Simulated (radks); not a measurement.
Initial-state core-level shifts of neutral zinc when its valence configuration changes from [Ar] 3d10 4s2. Method: scalar-relativistic Kohn-Sham, r2SCAN, spin-polarised, spherical densities, finite nucleus; open shells are filled with parallel spins first; meta-GGA in the generalised Kohn-Sham scheme; Fermi nuclear charge, rms radius 3.9283 fm; computed with a radial shooting solver on a logarithmic mesh with Libxc functionals. Shifts are changes of the shell-averaged eigenvalues in eV (positive: less bound); the change of the density at the nucleus, which sets a Mossbauer isomer shift, is in e/bohr^3, on a base of 2.532e+04.

valence,1s,2s,2p,3s,density at nucleus
3d10 4s1 4p1,-1.806,-1.692,-1.698,-1.822,-8.752
3d9 4s2 4p1,-9.276,-9.981,-9.927,-9.037,+7.471
3d8 4s2 4p2,-19.249,-20.902,-20.786,-18.353,+16.202
3d7 4s2 4p3,-30.012,-32.816,-32.635,-27.975,+25.906
3d10 4p2,-3.825,-3.585,-3.599,-3.828,-18.249
3d10 4s1.5 4p0.5,-1.070,-1.010,-1.014,-1.072,-4.209
3d9 4s1 4p2,-10.488,-11.129,-11.078,-10.264,-3.472
3d9 4p3,-12.296,-12.836,-12.791,-12.045,-15.416
